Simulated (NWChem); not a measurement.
# GaH₃; SMILES [GaH3]

```xyz
4

Ga     0.0000     0.0000     0.0000
H      1.1176     1.1176     0.0000
H      0.4091    -1.5267     0.0000
H     -1.5267     0.4091     0.0000
```
Atoms are numbered in this order, from 1.

Computed with NWChem. Geometry optimised at PBE-D3(BJ)/def2-SVP; all other runs use it.  Vzz has the sign of the potential's second derivative.

```
quantity                                                                         level  value
---------------------------------  ---------------------------------------------------  -----
anisotropy (bohr³), static                                             PBE/aug-cc-pVDZ      ?
vertical, lowest triplet (eV)      LDA (Slater exchange, VWN5)/aug-cc-pVDZ, full TDDFT      ?
Vzz Ga1 (a.u.)                                                     CAM-B3LYP/def2-TZVP  4.204
−ε(HOMO) (eV)                                  LDA (Slater exchange, VWN5)/aug-cc-pVDZ   7.37
highest harmonic frequency (cm⁻¹)                                  PBE-D3(BJ)/def2-SVP   1921
```

### Question
Some entries are withheld; supply them.

### Answer

- anisotropy (bohr³), static, value: 12.2
- vertical, lowest triplet (eV), value: 4.21
